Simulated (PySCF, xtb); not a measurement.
aminosilylimino(oxo)methane (CH4N2OSi), SMILES [SiH2](N)N=C=O.

GFN2-xTB in xtb at its own geometry gives an orbital gap of 5.34 eV and a dipole moment of 2.72 D.

The structure is a stationary point at PBE0-D3(BJ)/def2-SVP. The values are those of a single conformer.

**Question.** What does PBE/def2-TZVP in PySCF give? (Estimate from the structure and the level; the computed values follow.)

**Answer.** gap 5.83 eV (levels -6.58 and -0.75 eV), dipole 2.55 D.
